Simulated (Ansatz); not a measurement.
C2H6BN (`BNC=C`), 10 atoms. Total charge 0; spin multiplicity 1. All runs use 4 threads of an AMD EPYC 7R43 on a shared host. Correlated methods freeze the cores. Open-shell runs search over several starts.

(1) Give the basis size and wall time and peak host memory of each of these runs in Ansatz. RKS PBE0-D4/def2-SVP energy; RKS PBE0-D4/def2-TZVP relaxation (6 steps); UKS PBE-D4/def2-TZVPP energy of the cation; UKS B3LYP-D4/def2-TZVPP energy of the cation; RKS B97M-V/def2-TZVPP energy; UKS B2PLYP (frozen core)/def2-TZVPP energy of the cation; RKS PBE0-D4/def2-QZVPP energy; RKS ωB97M-V/def2-QZVPP energy; UHF-CCSD(T)/def2-TZVPP energy of the cation; RHF-CCSD(T)/def2-SVP energy; RKS ωB97M-V/def2-SVP energy; RKS r2SCAN0-D4/def2-TZVPP energy. (Estimate.)

## Answers

(1) Computed: Other jobs shared the machine, so times are rough.

```
                              level                   job  functions  wall time  peak host memory (GiB)
               RKS PBE0-D4/def2-SVP                energy         86     0.55 s                    0.41
               RKS ωB97M-V/def2-SVP                energy         86      1.4 s                    0.41
               RHF-CCSD(T)/def2-SVP                energy         86      1.5 s                    0.41
          RKS r2SCAN0-D4/def2-TZVPP                energy        208      1.9 s                    0.41
            UKS B3LYP-D4/def2-TZVPP  energy of the cation        208      2.3 s                    0.48
              UKS PBE-D4/def2-TZVPP  energy of the cation        208      2.3 s                    0.41
             RKS PBE0-D4/def2-QZVPP                energy        408      3.2 s                    0.97
              RKS B97M-V/def2-TZVPP                energy        208      3.3 s                    0.28
             RKS ωB97M-V/def2-QZVPP                energy        408        7 s                     1.2
UKS B2PLYP (frozen core)/def2-TZVPP  energy of the cation        208      7.5 s                     0.7
              RKS PBE0-D4/def2-TZVP  relaxation (6 steps)        160        9 s                    0.31
             UHF-CCSD(T)/def2-TZVPP  energy of the cation        208      110 s                     7.6
```

B3LYP here is the variant with VWN-RPA as its local correlation; programs differ in this.
